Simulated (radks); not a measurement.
Results of a calculation; reference values are marked as such.
All-electron atom: the germanium ion Ge2+ in [Ar] 3d10 4s2 (the NIST ground configuration).

Code: a radial shooting solver on a logarithmic mesh with Libxc functionals. Model: Dirac Kohn-Sham, PBE, spin-unpolarised, spherical densities, point nucleus.

Energy parts (hartree):
total: -2098.09143
kinetic: 2142.61375
electron-nucleus: -5041.71368
Hartree: 880.10498
exchange-correlation: -79.09648

Orbitals (lengths in bohr, moments of r in powers of bohr):
orbital  occ.  eigenvalue (hartree)   <1/r>      <r>
1s1/2       2             -403.4389   32.38  0.04700
2s1/2       2             -51.12672   7.150   0.2098
2p1/2       2             -45.55743   7.111   0.1812
2p3/2       4             -44.38598   6.917   0.1848
3s1/2       2              -6.92308   2.292   0.6241
3p1/2       2              -5.08685   2.165   0.6397
3p3/2       4              -4.92970   2.118   0.6503
3d3/2       4              -1.82051   1.794   0.7286
3d5/2       6              -1.79891   1.781   0.7337
4s1/2       2              -1.07478  0.6753    1.942

The highest occupied level is 4s1/2 at -29.246 eV. The density falls to 0.001 e/bohr^3 at r = 3.41 bohr. Summed over all electrons, <r^2> = 19.63 bohr^2, which gives a Langevin (diamagnetic) susceptibility term of -15.5 x 10^-6 cm^3/mol.
